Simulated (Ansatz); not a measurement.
Start from `F[CH2][InH2]` and change one element to get `F[CH2][AlH2]`.

Ansatz, PBE0-D4/def2-TZVP geometries, multiplicity 1. 

Elements past krypton have def2 core potentials.

```csv
property,`F[CH2][InH2]`
LUMO energy (PBE/def2-TZVPP) / eV,-2.52
HOMO–LUMO gap (PBE/def2-TZVPP) / eV,3.55
LUMO energy (PBE0/def2-TZVPP) / eV,-1.79
"ideal-gas entropy at 298 K and 1 bar (rigid rotor, harmonic PBE0-D4/def2-TZVP) / J/(mol·K)",314
size of the dipole moment (B3LYP/def2-TZVPP) / D,1.51
HOMO energy (B3LYP/def2-TZVPP) / eV,-7.17
```

Problem. What does the change do to each property? (Estimate.)

Solution. Computed: 
| property | `F[CH2][AlH2]` | shift |
| --- | --- | --- |
| LUMO energy (PBE/def2-TZVPP) / eV | -2.37 | 0.15 |
| HOMO–LUMO gap (PBE/def2-TZVPP) / eV | 4.03 | 0.48 |
| LUMO energy (PBE0/def2-TZVPP) / eV | -1.60 | 0.19 |
| ideal-gas entropy at 298 K and 1 bar (rigid rotor, harmonic PBE0-D4/def2-TZVP) / J/(mol·K) | 292 | -22 |
| size of the dipole moment (B3LYP/def2-TZVPP) / D | 1.55 | 0.04 |
| HOMO energy (B3LYP/def2-TZVPP) / eV | -7.64 | -0.47 |

With PBE0 the HOMO falls by 0.49 eV and the LUMO rises by 0.19 eV, so the gap widens by about 0.68 eV. PBE moves the HOMO by -0.33 eV and ωB97M-V by -0.56 eV. Dipoles are sizes alone; their direction can turn.

B3LYP here is the variant with VWN-RPA as its local correlation; programs differ in this.
